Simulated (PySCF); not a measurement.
**Magnetic susceptibility: `FC[C@@H]1OC=C[C@@H]1Cl`, C₅H₆ClFO**

Geometry (Å), atoms numbered from 1 in this order:
```xyz
14

F     2.544   -1.370   -0.161
C     1.803   -0.220   -0.121
C     0.360   -0.546    0.256
O    -0.337   -1.081   -0.871
C    -1.534   -0.462   -0.950
C    -1.731    0.492   -0.044
C    -0.484    0.646    0.755
Cl    0.277    2.254    0.391
H     1.852    0.236   -1.113
H     2.262    0.429    0.630
H     0.381   -1.329    1.027
H    -2.186   -0.826   -1.722
H    -2.585    1.127    0.065
H    -0.621    0.648    1.836
```

Computed, not measured: GIAO CAM-B3LYP/pcSseg-1 magnetisability, rotational g tensor and spin-rotation constants, non-relativistic, gas phase (PySCF 2.14.0). Geometry: GFN2-xTB.

Question: How diamagnetic is it, and how anisotropic?

Answer: Isotropic -1226 × 10⁻³⁰ J/T², or -73.8 × 10⁻⁶ cm³/mol; principal values -1366, -1167, -1144 × 10⁻³⁰ J/T², anisotropy 212 × 10⁻³⁰ J/T² (root of half the summed squared differences of the principal values). The susceptibility is in cgs units.

Question: Split it along the inertial axes a, b, c into diamagnetic and paramagnetic parts about the centre of mass, with the quadrupole moment.

Answer: 
```
axis  χ (10⁻⁶ cm³/mol)  diamagnetic (10⁻⁶ cm³/mol)  paramagnetic (10⁻⁶ cm³/mol)  summed x² of all electrons (Å²)  quadrupole Θ (D Å)
   a             -73.0                      -614.5                        541.5                            168.5               -9.50
   b             -75.3                      -824.8                        749.5                            119.0               +4.12
   c             -73.1                     -1219.7                       1146.7                             25.9               +5.38
```
Anisotropies 2χaa − χbb − χcc = +2.3 and 2χbb − χaa − χcc = -4.6 × 10⁻⁶ cm³/mol. Θ is traceless in Buckingham's convention.

Question: And the rotational g tensor?

Answer: 
| axis | rotational constant (GHz) | g | nuclear part | electronic part |
| --- | --- | --- | --- | --- |
| a | 2.2312 | -0.0188 | 0.5487 | -0.5675 |
| b | 1.5222 | -0.0169 | 0.5190 | -0.5359 |
| c | 0.9855 | -0.0124 | 0.5185 | -0.5309 |

Asymmetric top; isotopes 12C, 35Cl, 19F, 1H, 16O; no vibrational averaging.
